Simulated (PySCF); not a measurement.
C2H4AlNO2, SMILES [N](=C=O)[AlH][O]C.

The structure is a stationary point at PBE-D3(BJ)/def2-SVP. The structure was generated by enumeration; whether it is a known compound was not checked. Other conformers were not sampled.

Level of theory: TDA-PBE/def2-SVPD (PySCF 2.14.0).

Vertical excitations. Gas-phase values at a fixed geometry. State labels are in the subgroup Cs.

Question: Give excitation energies, oscillator strengths and character. (Estimate from the structure and the level; the computed values follow.)

Answer: 
```json
[
 {"state": "S1", "symmetry": "A\"", "energy (eV)": "5.20", "λ (nm)": "238", "f": "0.000", "main pairs": "HOMO−1→LUMO 100 %"},
 {"state": "S2", "symmetry": "A'", "energy (eV)": "5.50", "λ (nm)": "225", "f": "0.081", "main pairs": "HOMO→LUMO 89 %"},
 {"state": "S3", "symmetry": "A\"", "energy (eV)": "5.61", "λ (nm)": "221", "f": "0.003", "main pairs": "HOMO−2→LUMO 99 %"},
 {"state": "S4", "symmetry": "A\"", "energy (eV)": "5.91", "λ (nm)": "210", "f": "0.006", "main pairs": "HOMO→LUMO+1 99 %"},
 {"state": "S5", "symmetry": "A'", "energy (eV)": "6.11", "λ (nm)": "203", "f": "0.045", "main pairs": "HOMO−1→LUMO+1 63 %, HOMO−3→LUMO 28 %"},
 {"state": "S6", "symmetry": "A'", "energy (eV)": "6.11", "λ (nm)": "203", "f": "0.069", "main pairs": "HOMO−3→LUMO 57 %, HOMO−1→LUMO+1 27 %"},
 {"state": "S7", "symmetry": "A'", "energy (eV)": "6.47", "λ (nm)": "192", "f": "0.012", "main pairs": "HOMO−2→LUMO+1 94 %"},
 {"state": "S8", "symmetry": "A\"", "energy (eV)": "6.55", "λ (nm)": "189", "f": "0.002", "main pairs": "HOMO→LUMO+2 79 %, HOMO−3→LUMO+1 21 %"},
 {"state": "S9", "symmetry": "A\"", "energy (eV)": "6.59", "λ (nm)": "188", "f": "0.014", "main pairs": "HOMO−3→LUMO+1 73 %, HOMO→LUMO+2 20 %"},
 {"state": "S10", "symmetry": "A'", "energy (eV)": "6.72", "λ (nm)": "185", "f": "0.037", "main pairs": "HOMO−1→LUMO+2 84 %"},
 {"state": "T1", "symmetry": "A'", "energy (eV)": "4.85", "λ (nm)": "256", "f": "0", "main pairs": "HOMO→LUMO 99 %"},
 {"state": "T2", "symmetry": "A\"", "energy (eV)": "5.08", "λ (nm)": "244", "f": "0", "main pairs": "HOMO−1→LUMO 99 %"},
 {"state": "T3", "symmetry": "A'", "energy (eV)": "5.45", "λ (nm)": "228", "f": "0", "main pairs": "HOMO−3→LUMO 97 %"},
 {"state": "T4", "symmetry": "A\"", "energy (eV)": "5.45", "λ (nm)": "227", "f": "0", "main pairs": "HOMO−2→LUMO 95 %"}
]
```
Triplets are in the Tamm–Dancoff approximation.
